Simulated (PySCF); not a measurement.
NMR problem set

Computational details: spin–spin couplings from B3LYP/pcJ-1 (spin–dipole term left out of most H,H and C,H couplings), GIAO PBE0/pcSseg-1 shieldings, PBE0-D3(BJ)/def2-SVP geometry, in PySCF 2.14.0 with density-fitted response routines (single conformer, equivalent nuclei averaged, gas phase, relativity neglected).

Scale: 1H and 13C vs TMS (reference shieldings calculated alike). Multiplet labels drop J under 1 Hz and among equivalent protons, and merge close values. Unscaled 3J(H,H) run several per cent high. Vicinal couplings that depend on rotamer populations or ring flexing (ring, CH–CH, X–H and H–F types) are those of the one conformer. One-bond C–F couplings are unscaled and too large by tens of Hz. Shifts are as computed. Against solution values, carbons near 30 ppm lie about +2 ppm off and those near 130 ppm about +5 ppm. Of 1313 compounds with measured shifts, 239 miss one by over three times the rms of a fit or turn the order of signals round; such compounds aren't used in these exercises.

Task: C5H4F4O2. 1H NMR (300 MHz, computed): δ 7.30 (dd, J = 83.8, 10.5 Hz, 1H), 6.72 (dd, J = 10.5, 5.8 Hz, 1H), 6.11 (t, J = 83.3 Hz, 1H), 6.09 (d, J = 3.3 Hz, 1H). 13C{1H} NMR (computed): δ 152.9 (C, dt, J = 336.9, 5.2 Hz), 149.6 (CH, d, J = 319.2 Hz), 142.9 (CH, d, J = 46.3 Hz), 126.4 (CH, d, J = 70.6 Hz), 117.9 (CH, td, J = 331.3, 5.8 Hz). Give a structure.

Result: SMILES F/C=C/O/C=C(/F)OC(F)F. Rings plus π bonds: 2 (no ring in the answer). 5 carbon signals for 5 carbons: no two carbons are equivalent. Carbon types of the structure: 1 × C, 4 × CH, which accounts for all hydrogens. δC 152.9, 142.9, 126.4: alkene carbon bearing oxygen. δC 149.6: β carbon of an enol-ether or enamine type C=C. δC 117.9: sp3 CH bonded to 2 F and O; 3 electronegative neighbours deshield it. δH 7.30: hydrogen on a β carbon of an enol-ether or enamine type C=C; a vinylic proton, deshielded by the sp2 carbon and the C=C anisotropy. The protons at 7.30 and 6.72 share a coupling of 10.5 Hz (vicinal, trans across C=C).

The shifts were computed for this structure.

Task: C5H4F4O2. 1H NMR (600 MHz, computed): δ 5.26 (m, 1H), 5.14 (m, 1H), 4.94 (m, 1H), 4.88 (m, 1H). 13C{1H} NMR (computed): δ 198.7 (C, qd, J = 36.7, 6.6 Hz), 120.6 (C, q, J = 358.7 Hz), 91.7 (CH, d, J = 21.5 Hz), 89.4 (CH, d, J = 285.6 Hz), 79.1 (CH2, d, J = 22.1 Hz). What is it?

Result: SMILES C1O[C@@H](C(=O)C(F)(F)F)[C@@H]1F. Rings plus π bonds: 2 (1 ring in the answer). 5 carbon signals for 5 carbons: no two carbons are equivalent. Carbon types of the structure: 2 × C, 2 × CH, 1 × CH2, which accounts for all hydrogens. δC 198.7: ketone carbonyl carbon; low-lying n→π* states of the double bond to the heteroatom give a large paramagnetic term (-267 ppm). δC 120.6: CF3 carbon; 3 electronegative neighbours deshield it. δC 91.7: sp3 CH bonded to O, α to a carbonyl; pulled downfield by the heteroatom. δC 89.4: sp3 CH bonded to F; deshielded by the electronegative neighbour.

The data come from this structure; uniqueness wasn't tested.
